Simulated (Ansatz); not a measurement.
Reaction (formal hydrolysis of the Si–Cl bond): `NB[SiH2]Cl` + H₂O → `NB[SiH2]O` + HCl

Calculated with Ansatz (gas phase, PBE0-D4/def2-TZVP geometries, no zero-point term in ΔE). CCSD(T)/CBS is the MP2 limit (def2-TZVPP, def2-QZVPP) plus CCSD(T) − MP2 in def2-TZVPP, frozen cores. This one scheme is used for every species. DFT in def2-TZVPP. One conformer a species, not always the lowest.

```json
{"level": "PBE", "ΔE (kJ/mol)": "21.5"}
{"level": "MP2/def2-TZVPP", "ΔE (kJ/mol)": "18.6"}
{"level": "SCS-MP2/def2-TZVPP", "ΔE (kJ/mol)": "14.9"}
{"level": "MP2/def2-QZVPP", "ΔE (kJ/mol)": "21.8"}
```

Question: What does CCSD(T)/CBS give? (Estimate.)

Answer: The calculation gave: +20.7 kJ/mol. The listed levels differ from it by 0.8, -2.1, -5.8, 1.1 kJ/mol.

Question: What do rigid-rotor, harmonic-oscillator terms from PBE0-D4/def2-TZVP frequencies (298.15 K, 1 bar) make of the CCSD(T)/CBS value? (Estimate.)

Answer: Ansatz gave: ΔZPE = -6.5 kJ/mol, ΔH = +14.1 kJ/mol, ΔS = -4 J/(mol·K), ΔG = +15.2 kJ/mol.

Largest T1 diagnostic among the species: 0.013.

At CCSD(T), def2-SVP lies −5.1 kJ/mol from the extrapolated value and def2-TZVPP −5.7 kJ/mol. Leaving LDA and LC-ωPBE aside and taking each functional with its dispersion term where it has one, the values, not all of them listed here, spread over 11.9 kJ/mol, from CAM-B3LYP-D4 to revPBE-D4. LDA lies −4.8 kJ/mol from PBE without D4.
